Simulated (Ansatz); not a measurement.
Ansatz (an electronic-structure program) input (CCSD(T)/STO-3G):

Ansatz 0.2 input:
```yaml
crystal:
  periodic: [false, false, false]
  atoms:
    - {symbol: N, position_ang: [-3.64668709, -0.55733848, 0.12832114]}
    - {symbol: C, position_ang: [-2.45574685, 0.18241227, -0.29349410]}
    - {symbol: C, position_ang: [-1.19186190, -0.49046032, 0.22430570]}
    - {symbol: C, position_ang: [0.08409719, 0.26097556, -0.14847126]}
    - {symbol: C, position_ang: [1.35821290, -0.41827091, 0.36762722]}
    - {symbol: Si, position_ang: [2.94087953, 0.49525760, -0.07466496]}
    - {symbol: H, position_ang: [-4.49048754, -0.09250532, -0.18509327]}
    - {symbol: H, position_ang: [-3.65041513, -1.48445117, -0.28268819]}
    - {symbol: H, position_ang: [-2.52415321, 1.19010765, 0.12630644]}
    - {symbol: H, position_ang: [-2.37637601, 0.30139038, -1.38522387]}
    - {symbol: H, position_ang: [-1.13770884, -1.51062588, -0.17410521]}
    - {symbol: H, position_ang: [-1.26558100, -0.58689626, 1.31100419]}
    - {symbol: H, position_ang: [0.02715508, 1.28053953, 0.24743521]}
    - {symbol: H, position_ang: [0.13933500, 0.36343892, -1.23741887]}
    - {symbol: H, position_ang: [1.42479662, -1.43701331, -0.02866599]}
    - {symbol: H, position_ang: [1.31062421, -0.52133259, 1.45670504]}
    - {symbol: H, position_ang: [3.07668602, 0.60879090, -1.54865178]}
    - {symbol: H, position_ang: [4.12990123, -0.21791269, 0.45366075]}
    - {symbol: H, position_ang: [2.92251168, 1.86629298, 0.49399172]}
basis:
  gaussian:
    orbitals: STO-3G
magnetization: {spin_polarized: false}
correlation: {method: ccsd_t, electrons: outside_noble_gas}
```

End of the output:

```
mean field evaluation 16: about -13511.4331 eV, gradient 4.2e-2 eV
mean field -13511.78965807 eV, -496.5491113143 hartree, gradient 4.9e-7 eV, S^2 0.000000; 0 other end points of the search recorded, 0 dependent functions left out
10 core orbitals not correlated
reference -13511.78965807 eV, -496.5491113143 hartree; 19, 19 occupied and 18, 18 virtual orbitals, 637 factors
second order -7.94740546 eV of doubles, -0.00000000 eV of singles
coupled cluster: 0.14 GiB planned
cycle   1  -9.74226801 eV  change    -1.8e0 eV  update   9.4e-2
cycle   2  -10.56732783 eV  change   -8.3e-1 eV  update   3.5e-2
cycle   3  -10.60823095 eV  change   -4.1e-2 eV  update   5.8e-3
cycle   4  -10.61499488 eV  change   -6.8e-3 eV  update   1.8e-3
cycle   5  -10.61557683 eV  change   -5.8e-4 eV  update   4.6e-4
cycle   6  -10.61545750 eV  change    1.2e-4 eV  update   1.1e-4
cycle   7  -10.61542524 eV  change    3.2e-5 eV  update   4.2e-5
perturbative correction -0.07219457 eV, -0.0026531014 hartree
Total energy: -13522.47727788 eV, -496.9418740978 hartree
```
